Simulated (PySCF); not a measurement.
Two species compared at the same levels of theory.

First species: C6H9ClO.
Geometry (GFN2-xTB, Å), atoms numbered from 1 in this order:
```
atom  x, y, z in Å
C1    -1.9131   -0.2027    1.0569
C2    -1.3051   -0.2148   -0.3477
O3    -1.9663    0.7726   -1.1094
C4     0.1672    0.0137   -0.2881
C5     0.9972    0.9707   -0.7136
C6     2.2268    0.2447   -0.2599
Cl7    3.1884    1.0714    0.9909
C8     1.2712   -0.8520    0.2729
H9    -1.4866   -0.9989    1.6594
H10   -2.9876   -0.3408    0.9800
H11   -1.7178    0.7569    1.5269
H12   -1.4787   -1.2113   -0.7986
H13   -1.4730    0.9276   -1.9214
H14    0.8825    1.9240   -1.1935
H15    2.9243   -0.0673   -1.0368
H16    1.3890   -1.8336   -0.1842
H17    1.2746   -0.9480    1.3561
```

Second species: CH11PSi3.
InChI=1S/CH11PSi3/c3-1-5-2-4/h2H,1,5H2,3-4H3

Levels: B3LYP/def2-SVPD for dipole moment, HOMO energy, LUMO energy, HOMO–LUMO gap, static isotropic polarisability and electronic spatial extent ⟨r²⟩ about the centre of nuclear charge; TDDFT B3LYP/def2-SVPD for lowest singlet excitation; TDA B3LYP/def2-SVPD for lowest triplet excitation (Tamm–Dancoff); GFN2-xTB for rotational constant A and rotational constant C. Geometries: GFN2-xTB. Each species is one conformer at its optimised geometry, gas phase, non-relativistic unless stated. Electronic properties by PySCF.

Dipoles, sizes and rotational constants follow the conformer. The torsions of the flexible species, by atom-mapped SMILES:
- `[CH3:1][C@@H:2]([OH:3])[C:4]1=[CH:5][C@@H:6]([Cl:7])[CH2:8]1`: C1–C2–C4–C5 -115°, H–O3–C2–C1 167°
- `[SiH3:1][CH2:2][SiH2:3][PH:4][SiH3:5]`: Si1–C2–Si3–P4 -52°, C2–Si3–P4–Si5 -62°

Values for the first species:

| Property | Result |
| --- | --- |
| Dipole moment | 2.41 D |
| HOMO energy | -7.34 eV |
| LUMO energy | -0.54 eV |
| HOMO–LUMO gap | 6.80 eV |
| Lowest singlet excitation | 6.20 eV |
| Lowest triplet excitation (Tamm–Dancoff) | 4.37 eV |
| Static isotropic polarisability | 89.9 au |
| Electronic spatial extent ⟨r²⟩ about the centre of nuclear charge | 1476 bohr² |
| Rotational constant A | 3.994 GHz |
| Rotational constant C | 0.781 GHz |

**Question.** Estimate the same properties for the second species, and the change in each.

**Answer.** 
```json
{"property": "dipole moment", "first": "2.41 D", "second": "1.08 D", "second less first": "-1.33 D"}
{"property": "HOMO energy", "first": "-7.34 eV", "second": "-6.94 eV", "second less first": "+0.40 eV"}
{"property": "LUMO energy", "first": "-0.54 eV", "second": "-0.37 eV", "second less first": "+0.17 eV"}
{"property": "HOMO–LUMO gap", "first": "6.80 eV", "second": "6.57 eV", "second less first": "-0.23 eV"}
{"property": "lowest singlet excitation", "first": "6.20 eV", "second": "5.65 eV", "second less first": "-0.55 eV"}
{"property": "lowest triplet excitation (Tamm–Dancoff)", "first": "4.37 eV", "second": "5.24 eV", "second less first": "+0.87 eV"}
{"property": "static isotropic polarisability", "first": "89.9 au", "second": "122.4 au", "second less first": "+32.5 au"}
{"property": "electronic spatial extent ⟨r²⟩ about the centre of nuclear charge", "first": "1476 bohr²", "second": "1429 bohr²", "second less first": "-47 bohr²"}
{"property": "rotational constant A", "first": "3.994 GHz", "second": "2.409 GHz", "second less first": "-1.585 GHz"}
{"property": "rotational constant C", "first": "0.781 GHz", "second": "0.907 GHz", "second less first": "+0.126 GHz"}
```

On the first: S1 lies 0.60 eV below the HOMO–LUMO gap; its leading configuration is HOMO→LUMO, weight 0.59. In atomic units the dipole is 0.95 e·bohr (1 au = 2.5417 D).

On the second: In wavenumbers S1 is 45500 cm⁻¹ (1 eV = 8065.54 cm⁻¹). The principal polarisabilities are 110.5, 119.7 and 136.9 au; their mean is the isotropic value.
